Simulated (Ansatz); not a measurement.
The cluster Rb₂F₂⁻. Total charge -1; doublet. Geometry PBE0-D4/def2-TZVP, that of the neutral singlet; atoms count from 1.

```xyz
4

Rb    1.258   -1.391    0.284
Rb   -1.258    1.391   -0.285
F    -1.193   -1.137   -0.285
F     1.193    1.137    0.287
```

In the def2 sets Rb takes a core potential; there is no spin–orbit coupling. The highest occupied level of the charge -1 doublet lies above zero (up to 0.66 eV). Energy differences put its binding near zero (0.03 eV; vertical, to the charge 0 singlet, at PBE0-D4/def2-TZVPD), which leaves it undecided. The structure comes from a short search, and lower isomers may exist.

(1) Estimate the Mulliken populations from the PBE0/def2-TZVPD orbitals of Ansatz.

(2) Where does the spin sit?

(3) And the Mayer bond orders between bonded heavy atoms (over 0.3)?

## Answers

(1) 
| atom | charge (e) | spin (α − β) |
| --- | --- | --- |
| Rb1 | 0.45 | 0.50 |
| Rb2 | 0.45 | 0.50 |
| F3 | -0.95 | 0.00 |
| F4 | -0.95 | 0.00 |
Mulliken values and Mayer orders depend strongly on the basis. With diffuse functions, as here, like atoms can get unlike values, and bond orders can come out too low or too high.

(2) Summed by element: Rb 1.01, F -0.01, of 1 unpaired in all. Largest on single atoms: Rb1 0.50, Rb2 0.50, F3 0.00.

(3) Rb1–Rb2 0.52 (3.79 Å).
